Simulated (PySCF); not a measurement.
Assignment exercise: C5H9NO2Si

Atoms are numbered as in `[CH:1]#[C:2][C:3](=[O:4])[O:5][Si@H:6]([CH3:7])[NH:8][CH3:9]` (H(Xn): hydrogen on atom n).

- GIAO PBE0/pcSseg-1 shieldings
- GFN2-xTB structure
- program: PySCF 2.14.0 with density-fitted response routines
- one computed conformer, no solvent model, fast rotation and ring inversion assumed for equivalent nuclei, non-relativistic

References, each an isolated molecule treated in the same way: 13C (186.93 ppm) and 1H (31.72 ppm) vs TMS.

Q: Assign these signals to the numbered atoms. 13C{1H} NMR (computed): δ 157.5 (C), 81.0 (CH), 80.6 (C), 28.7 (CH3), -1.4 (CH3).

A: 
```tsv
δ (ppm)	atoms	environment	reason
157.5	C3	carbonyl carbon	–
81.0	C1	terminal alkyne carbon	the triple bond shields along its axis, which puts it between sp3 and sp2 carbons
80.6	C2	alkyne carbon	the triple bond shields along its axis, which puts it between sp3 and sp2 carbons
28.7	C9	methyl carbon bonded to N	pulled downfield by the heteroatom
-1.4	C7	methyl carbon bonded to Si	an electropositive neighbour leaves it electron-rich and shielded
```

C1 and C2 lie closer than the usual error of such a calculation, so a measured spectrum could show them in the other order.

Q: Assign these signals to the numbered atoms. 1H NMR (400 MHz, computed): δ 5.57 (q, 1H), 2.70 (s, 3H), 2.21 (s, 1H), 0.46 (d, 3H), 0.35 (br s, 1H).

A: 
5.57 → H(Si6), hydrogen on a silicon bonded to C, N, O
2.70 → H(C9), hydrogen on a methyl carbon bonded to N: its carbon carries N, hence the downfield position
2.21 → H(C1), hydrogen on a terminal alkyne carbon: it lies on the axis of the triple bond, in its shielding cone
0.46 → H(C7), hydrogen on a methyl carbon bonded to Si: an electropositive neighbour shields it, as in TMS itself
0.35 → H(N8), hydrogen on a nitrogen bonded to C, Si: exchangeable, gas-phase position

H(C7) and H(N8) lie closer than the usual error of such a calculation, so a measured spectrum could show them in the other order.

OH/NH shifts are gas-phase values; hydrogen bonding in solution moves them, usually downfield. Shifts are as computed. Against solution values, carbons near 30 ppm lie about +3 ppm off and those near 130 ppm about +5 ppm. Of 1309 compounds with measured shifts, 239 miss one by over three times the rms of a fit or turn the order of signals round; such compounds aren't used in these exercises. No couplings were computed; multiplicities are counted from neighbouring protons, with m where these are inequivalent, close in shift, in a saturated or five-membered ring or joined by F or P, and br s for small geminal =CH2 splittings.
